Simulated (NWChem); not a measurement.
System meant: InH2S2Cl; SMILES [SH][In]([Cl])[SH]

The following NWChem deck was run.

```
start job
memory heap 200 mb stack 900 mb global 1100 mb
geometry units angstroms noautoz
  In     0.000000     0.000000    -0.029424
  Cl     0.000000     0.000000     2.310822
  S     -2.135265    -0.042577    -1.106762
  H     -1.595320    -0.029428    -2.346694
  S      2.135265     0.042577    -1.106762
  H      1.595320     0.029428    -2.346694
end
basis spherical
  In library def2-svp
  Cl library def2-svp
  S library def2-svp
  H library def2-svp
end
dft
  xc xpbe96 cpbe96
  iterations 150
  mulliken
end
task dft energy
```

End of the output:

```
             Grid Information
             ----------------
          Grid used for XC integration:  medium
          Radial quadrature: Mura-Knowles
          Angular quadrature: Lebedev.
          Tag              B.-S. Rad. Rad. Pts. Rad. Cut. Ang. Pts.
          ---              ---------- --------- --------- ---------
          In                  1.55      123           9.0       590
          Cl                  1.00       88          12.0       590
          S                   1.00       88          11.0       590
          H                   0.35       45          11.0       434
          Grid pruning is: on
          Number of quadrature shells:   344
          Spatial weights used:  Erf1

          Convergence Information
          -----------------------
          Convergence aids based upon iterative change in
          total energy or number of iterations.
          Levelshifting, if invoked, occurs when the
          HOMO/LUMO gap drops below (HL_TOL):  1.00D-02
          DIIS, if invoked, will attempt to extrapolate
          using up to (NFOCK): 10 stored Fock matrices.

                    Damping( 0%)  Levelshifting(0.5)       DIIS
                  --------------- ------------------- ---------------
          dE  on:    start            ASAP                start
          dE off:    2 iters        150 iters           150 iters

      Screening Tolerance Information
      -------------------------------
          Density screening/tol_rho:  1.00D-10
          AO Gaussian exp screening on grid/accAOfunc:  14
          CD Gaussian exp screening on grid/accCDfunc:  20
          XC Gaussian exp screening on grid/accXCfunc:  20
          Schwarz screening/accCoul:  1.00D-08

      Superposition of Atomic Density Guess
      -------------------------------------

      charge =      49.0 In (Indium)

      symmetry species            s     p     d     f
      number of basis functions =10     7     6
      number of cont. functions = 4     4     2
      number of closed shells   = 5     3     2
      number of open shells     = 0     1     0
      open shell occupation     = 0     1     0
 ------------------------------------------------------------------------
 atomscf:atomd: error in atom scf                   0
 ------------------------------------------------------------------------
 ------------------------------------------------------------------------
  current input line :
    22: task dft energy
 ------------------------------------------------------------------------
 ------------------------------------------------------------------------
 This error has not yet been assigned to a category
 ------------------------------------------------------------------------
 For more information see the NWChem manual at https://nwchemgit.github.io

0:atomscf:atomd: error in atom scf:Received an Error in Communication
```

Task: What is wrong, and how is it mended?

Result: The program stopped with an error. Cause: the def2 basis of a heavy element holds valence functions alone and wants its effective core potential (without it all electrons must fit into that basis). This input runs:
```
start job
memory heap 200 mb stack 900 mb global 1100 mb
geometry units angstroms noautoz
  In     0.000000     0.000000    -0.029424
  Cl     0.000000     0.000000     2.310822
  S     -2.135265    -0.042577    -1.106762
  H     -1.595320    -0.029428    -2.346694
  S      2.135265     0.042577    -1.106762
  H      1.595320     0.029428    -2.346694
end
basis spherical
  * library def2-svp
end
ecp
  In library def2-ecp
end
dft
  xc xpbe96 cpbe96
  iterations 150
  mulliken
end
task dft energy
```
It converges to -1447.10677 Ha (PBE/def2-SVP with def2 effective core potentials on In).
